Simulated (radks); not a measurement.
Species: the europium ion Eu2+. Configuration: [Xe] 4f7. Method: non-relativistic Kohn-Sham, r2SCAN, spin-polarised, spherical densities, point nucleus; open shells are filled with parallel spins first (spin-orbit coupling, left out, can overturn this in heavy ions); meta-GGA in the generalised Kohn-Sham scheme; relativity is left out, which matters for an element this heavy; computed with a radial shooting solver on a logarithmic mesh with Libxc functionals. Some entries of the table are withheld. Estimate them.

| orbital | occ. | eigenvalue (eV) | <1/r> (bohr^-1) |
|---|---|---|---|
| 1s up | 1 | -45624.00 | 62.45 |
| 1s down | 1 | -45623.99 | 62.45 |
| 2s up | 1 | -7264.137 | 14.52 |
| 2s down | 1 | -7264.136 | 14.52 |
| 2p up | 3 | -6900.886 | 14.52 |
| 2p down | 3 | -6900.877 | 14.52 |
| 3s up | 1 | -1608.401 | 5.469 |
| 3s down | 1 | -1604.675 | 5.477 |
| 3p up | 3 | -1447.283 | 5.399 |
| 3p down | 3 | -1443.852 | 5.407 |
| 3d up | 5 | -1147.875 | 5.287 |
| 3d down | 5 | -1145.365 | 5.295 |
| 4s up | 1 | -329.5957 | 2.319 |
| 4s down | 1 | -322.0237 | 2.317 |
| 4p up | 3 | -266.5755 | 2.223 |
| 4p down | 3 | -258.9361 | 2.221 |
| 4d up | 5 | -154.9116 | 2.014 |
| 4d down | 5 | -147.1889 | 2.010 |
| 5s up | 1 | -54.6370 | (1) |
| 5s down | 1 | -51.4054 | (2) |
| 5p up | 3 | (3) | (4) |
| 5p down | 3 | (5) | (6) |
| 4f up | 7 | -21.0811 | 1.487 |
| 4f down | 0 | -14.1677 | 1.419 |

Answer. 
(1) 5s up <1/r> (bohr^-1): 0.8960
(2) 5s down <1/r> (bohr^-1): 0.8636
(3) 5p up eigenvalue (eV): -37.6747
(4) 5p up <1/r> (bohr^-1): 0.7930
(5) 5p down eigenvalue (eV): -35.1996
(6) 5p down <1/r> (bohr^-1): 0.7604
